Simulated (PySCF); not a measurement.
SiH3(NEt2), C₄H₁₃NSi.
Bonds: Si1–N5, N5–C6, N5–C8, C6–C7, C8–C9. Hydrogens: H2, H3, H4 on Si1; H10, H11 on C6; H12, H13, H14 on C7; H15, H16 on C8; H17, H18, H19 on C9.

The calculation used PBE0-D3(BJ)/def2-SVP geometry optimisation, gas phase (PySCF 2.14.0).

(1) What internal coordinates does the optimisation give?

## Answers

(1) 
```json
{"bond": "Si1–H2, Si1–H3, Si1–H4", "length (pm)": "149.8"}
{"bond": "Si1–N5", "length (pm)": "173.3"}
{"bond": "N5–C6, N5–C8", "length (pm)": "145.1"}
{"bond": "C6–C7, C8–C9", "length (pm)": "152.3"}
{"bond": "C6–H10 and 3 like bonds", "length (pm)": "110.5"}
{"bond": "C7–H12 and 5 like bonds", "length (pm)": "110.1"}
```

Bonds in one row agree within 1 pm and their mean is given. A selection of angles:
```json
{"angle": "H2–Si1–H3", "degrees": "110.6"}
{"angle": "H2–Si1–H4", "degrees": "107.2"}
{"angle": "H2–Si1–N5", "degrees": "108.0"}
{"angle": "H3–Si1–N5", "degrees": "108.7"}
{"angle": "H4–Si1–N5", "degrees": "115.6"}
{"angle": "Si1–N5–C6", "degrees": "120.8"}
{"angle": "C6–N5–C8", "degrees": "116.4"}
{"angle": "N5–C6–C7", "degrees": "113.4"}
{"angle": "N5–C6–H10", "degrees": "109.1"}
{"angle": "C7–C6–H10", "degrees": "109.0"}
{"angle": "H10–C6–H11", "degrees": "105.0"}
{"angle": "C6–C7–H12", "degrees": "110.5"}
{"angle": "H12–C7–H13", "degrees": "107.7"}
```

Torsions: Si1–N5–C6–C7 111° (anticlinal); Si1–N5–C8–C9 88° (synclinal). The mirror-image conformer, all signs reversed, is as good.

N5 (nitrogen bonded to 2 C and Si) is almost planar (angles 121.6°, 120.8° and 116.4°, sum 358.9°, 0.09 Å off the plane of its three neighbours). Si1 (silicon bonded to N and 3 H) is distorted tetrahedral (angles from 106.7° to 115.6°). Of the pairs four or more bonds apart, H13···H15 is among the closest relative to their van der Waals radii: 2.28 Å, 95 % of the sum of Bondi's values.

Point group: C1 (no symmetry element, even within 0.4 Å). No PBE0-D3(BJ)/def2-SVP frequencies stand behind this structure, so it isn't proved a minimum. The numbers are those of one conformer.

Hardware: one thread, AMD EPYC (x86_64), no GPU, on a shared host. Cost: 3.2 min, 0.61 GiB resident at most. This is the geometry optimisation.
